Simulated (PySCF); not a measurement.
Molecule: N-Methylaniline, C₇H₉N.

Numbering as in the mapped SMILES `[CH3:1][NH:2][c:3]1[cH:4][cH:5][cH:6][cH:7][cH:8]1`; H(Xn) means a hydrogen on atom n.

Spin–spin couplings on one PBE0-D3(BJ)/def2-SVP geometry, PySCF 2.14.0 with density-fitted response routines, gas phase, non-relativistic, equivalent pairs averaged (spin–dipole term only in couplings to heteroatoms); isotopes ¹³C, ¹H, ¹⁵N; functional B3LYP.

Q: How do the couplings (Hz) change with the basis set? Times are CPU seconds on shared hosts with different chips, so compare them loosely. Far from the basis limit: 6-31G*, pcJ-0, 6-31G-J, def2-TZVP.

A: 
```
basis set  functions  ¹J(C6,H(C6))  ¹J(C5,H(C5))  ¹J(C4,H(C4))  ¹J(C1,H(C1))  ¹J(C4,C5)  ¹J(C3,C4)  ¹J(N2,H(N2))  core-s
   6-31G*        130         159.7         155.5         155.1         147.5       92.6       91.1         -89.7      18
    pcJ-0        131         152.9         147.6         147.5         119.9       54.0       55.0         -80.2      22
  6-31G-J        132         174.2         168.7         167.2         144.6       67.2       67.8         -98.3      19
def2-TZVP        302         161.0         156.1         154.4         132.6       65.8       67.2         -88.7      71
    pcJ-1        306         169.0         163.8         162.4         140.3       66.7       67.7         -94.7     120
```

The Fermi-contact term samples the wavefunction at the nucleus, which is why sets with added tight s functions (names with J) are made for couplings.
